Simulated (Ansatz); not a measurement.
Born–Oppenheimer molecular dynamics of Cl2H2OSi (6 atoms, charge 0, multiplicity 1). It starts at the highest image of a converged band. Of that band: Neighbouring images differ by up to 2.0 eV, so the band resolves the path poorly. A vibrational analysis at the climbing image gives one clearly imaginary mode, 914i cm⁻¹: a first-order saddle point.

The calculation used RKS B3LYP/def2-SVP (Ansatz).

```json
{
  "ensemble": "NVE (velocity Verlet)",
  "time step": "0.5 fs",
  "steps asked": "200",
  "starting velocities drawn for": "100 K",
  "seed": "5827"
}
```

First frame:

```xyz
6
Properties=species:S:1:pos:R:3
Si -0.476 0.149 0.344
H 0.668 0.158 1.465
Cl 2.117 -0.183 0.729
Cl -0.676 1.673 -1.030
O -0.929 -1.210 -0.473
H -0.817 -2.057 -0.020
```

How far do the bonds stretch over the last three quarters of this one trajectory? (Pairs bonded in most of those frames.)


| bond | mean (Å) | spread (Å) | shortest | longest |
| --- | --- | --- | --- | --- |
| Si1–H2 | 1.584 | 0.127 | 1.35 | 1.81 |
| Si1–Cl3 | 2.198 | 0.194 | 1.89 | 2.44 |
| Si1–Cl4 | 2.086 | 0.049 | 1.99 | 2.16 |
| Si1–O5 | 1.649 | 0.045 | 1.57 | 1.72 |
| O5–H6 | 0.968 | 0.013 | 0.94 | 0.99 |

Pairs bonded in part of these frames only: Si1–H2 94 %.

Mean temperature of the second half: 2575 K. The conserved energy stayed within 0.51 meV per atom of its start (net change -0.05 meV per atom), so the integration is sound. The kinetic energy rose, since the run started high on the potential surface and went downhill. A run of 0.1 ps of so small a system gives no equilibrium averages. The orbitals stay closed-shell, which can raise the energy where a bond breaks towards radicals; this wasn't checked here.

Time of the run: 9.7 min on 1 thread of Arm Neoverse V1, with other jobs on the host, peak memory 0.15 GiB.
